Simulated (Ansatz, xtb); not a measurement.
**Ranking isomers of C3H4F3NS**

4 gas-phase structures of C3H4F3NS, from a drawn sample of its isomers (lower ones may exist). Each was relaxed with GFN2-xTB; where two conformers were screened, the lower at r2SCAN-D4/def2-SVP is listed:

A. `NC(=S)CC(F)(F)F`, a singlet
B. `[H]/N=C(/S)CC(F)(F)F`, a singlet
C. `N/C(S)=C\C(F)(F)F`, a singlet
D. `N/C(S)=C/C(F)(F)F`, a singlet

Problem. Which do you expect lowest at r2SCAN-D4/def2-SVP, and how would the others follow?

Solution. Calculated order at r2SCAN-D4/def2-SVP: A (0.0), B (15.8), C (18.7), D (19.6) kcal/mol. Less than 1 kcal/mol parts C and D, so the order within that pair means little.

Energies above the lowest of each column, in kcal/mol; the last columns are at B3LYP-D3(BJ)/def2-SVP geometries:

| structure | GFN2-xTB | HF/STO-3G | r2SCAN-D4/def2-SVP | B3LYP-D3(BJ)/def2-SVP | CCSD(T)/def2-SVP + ΔMP2/def2-TZVPP |
| --- | --- | --- | --- | --- | --- |
| A | 0.0 | 3.8 | 0.0 | 0.0 | 0.0 |
| B | 9.8 | 0.0 | 15.8 | 13.8 | 11.1 |
| C | 10.9 | 10.7 | 18.7 | 17.0 | 15.0 |
| D | 11.2 | 12.0 | 19.6 | 18.0 | 17.1 |

CCSD(T)/def2-SVP + ΔMP2/def2-TZVPP puts A lowest; HF/STO-3G picks B. Flexible structures stand in one conformer each, not always the lowest. B keeps a small imaginary mode. ΔMP2 is the change of the MP2 energy from the smaller to the larger basis.

Over these structures GFN2-xTB departs from r2SCAN-D4/def2-SVP by 2.8 kcal/mol on average once a common shift is removed. A GFN2-xTB relaxation took about 0.12 s and the r2SCAN-D4/def2-SVP energy about 3.6 s on a shared host (Ansatz 0.2.0, xtb 6.7.1).
